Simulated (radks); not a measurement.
The numbers below are computed, except where a source is named.
The mean radii <r> (bohr) of the occupied orbitals of an atom or ion are listed with their occupations. Level of theory: non-relativistic Kohn-Sham, PBE, spin-polarised, spherical densities, point nucleus (a radial shooting solver on a logarithmic mesh with Libxc functionals).

| orbital | occ. | <r> |
|---|---|---|
| 1s up | 1 | 0.1040 |
| 1s down | 1 | 0.1040 |
| 2s up | 1 | 0.5218 |
| 2s down | 1 | 0.5217 |
| 2p up | 3 | 0.4860 |
| 2p down | 3 | 0.4859 |
| 3s up | 1 | 1.897 |
| 3s down | 1 | 1.910 |
| 3p up | 3 | 2.327 |

Name the element and its charge.

Answer. Z = 15, phosphorus, charge 0: P in [Ne] 3s2 3p(up 3, down 0). The 1s radius gives Z: for a bare nucleus <r> = 1.5/Z, 0.1 bohr for Z = 15, and screening makes it slightly larger (0.1040 here). The occupations add up to 15, and the charge is Z minus that.
